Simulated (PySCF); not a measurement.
C3H8BNO.
Atom-mapped SMILES: `[CH2:1]=[C:2]1[CH2:3][NH2+:4][BH2-:5][O:6]1` (hydrogens: H7, H8 on C1; H9, H10 on C3; H11, H12 on N4; H13, H14 on B5)

Cartesian coordinates in Å at the PBE0-D3(BJ)/def2-SVP level; atoms count from 1:
```xyz
14
C3H8BNO angstrom
C      1.821    1.309    0.441
C      0.658    0.676    0.233
C      0.510   -0.828    0.126
N     -0.747   -0.985   -0.630
B     -1.629    0.288   -0.069
O     -0.530    1.254    0.084
H      2.751    0.744    0.514
H      1.847    2.393    0.552
H      1.364   -1.329   -0.351
H      0.348   -1.266    1.123
H     -1.205   -1.881   -0.473
H     -0.587   -0.881   -1.634
H     -2.446    0.610   -0.915
H     -2.108   -0.110    0.990
```

The closed-shell ground state was solved at several levels (PySCF, density fitting, gas phase, non-relativistic).

```tsv
level	basis functions	HOMO (eV)	LUMO (eV)	gap (eV)	dipole (D)
KT3/pcSseg-1	142	-4.82	-0.80	4.02	5.53
wB97X-D/pcSseg-1	142	-7.80	2.09	9.89	5.89
PBE0/6-31G*	100	-5.63	1.07	6.70	5.73
PBE0/IGLO-III	290	-5.99	-0.24	5.75	5.52
mPW1PW91/pcSseg-1	142	-5.98	0.21	6.19	5.82
PBE0/6-31G	70	-5.62	0.97	6.59	6.21
PBE0/def2-TZVP	234	-5.97	0.06	6.03	5.54
PBE0/6-311+G(2d,p)	210	-5.99	-0.56	5.43	5.55
PBE0/pcSseg-1	142	-5.95	0.24	6.19	5.82
LC-wPBE/pcSseg-1	142	-8.57	2.47	11.04	5.98
```

Question: Estimate the row for PBE0/pcSseg-0, a basis of 70 functions; the other rows only guide the guess.

Answer: HOMO -5.90 eV, LUMO 0.64 eV, gap 6.54 eV, dipole 6.34 D.

Question: Over all these levels, which gives the widest orbital gap and which the narrowest?

Answer: LC-wPBE/pcSseg-1 (range-separated hybrid) has the widest, 11.04 eV, and KT3/pcSseg-1 (GGA) the narrowest, 4.02 eV. The two share the basis. From the narrowest to the widest the HOMO moves by -3.75 eV and the LUMO by +3.27 eV.

Question: How much does the basis alone move the frontier levels among the 7 PBE0 rows (the withheld one included)?

Answer: The HOMO by 0.37 eV and the LUMO by 1.63 eV. By rising basis size (HOMO, LUMO in eV): 6-31G -5.62, 0.97; pcSseg-0 -5.90, 0.64; 6-31G* -5.63, 1.07; pcSseg-1 -5.95, 0.24; 6-311+G(2d,p) -5.99, -0.56; def2-TZVP -5.97, 0.06; IGLO-III -5.99, -0.24.

Question: How far do the dipole and the HOMO energy spread over the levels?

Answer: The dipole runs from 5.52 to 6.34 D (mean 5.81 D) and the HOMO from -8.57 to -4.82 eV.

One conformer stands for the species.
